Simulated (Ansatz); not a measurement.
A made-up structure of GaH2Te, doublet:

Ga1  (-0.546, -0.645, 0.515)
Te2  (0.828, 0.788, -0.645)
H3  (0.396, -1.533, 1.071)
H4  (-0.677, 1.389, -0.940)
(Å)

It is relaxed with PBE-D4/def2-SVP and then PBE0-D4/def2-TZVP (Ansatz 0.2.0). Atoms count as bonded within 1.22 times the sum of their covalent radii (H–H: 0.88 Å). The end point is not checked to be a true minimum.

Question: Does its bonding change? (A judgement: the text doesn't fix the answer.)

Answer: By the calculation: No: no bond forms or breaks.

Where it ends: The first stage lowers the energy by 1.12 eV in 5 steps. It ends as GaH₂Te ([GaH][TeH]):
| atom | x (Å) | y (Å) | z (Å) |
| --- | --- | --- | --- |
| Ga1 | -0.4863 | -0.7891 | 0.6138 |
| Te2 | 0.7430 | 0.9640 | -0.7636 |
| H3 | 0.4143 | -1.8960 | 1.3304 |
| H4 | -0.6711 | 1.7211 | -1.1806 |

Labels in which every atom is bracketed show which atoms are joined, not bond orders.

For scale, one of the runs: PBE0-D4/def2-TZVP relaxation, 110 basis functions, launched by `ansatz run in.yaml --threads 2 --pin off --events-out ev --progress --plain --max-ram 4352MiB`. The run took about 19 s on 2 CPU threads of an Arm Neoverse V1 (shared host).
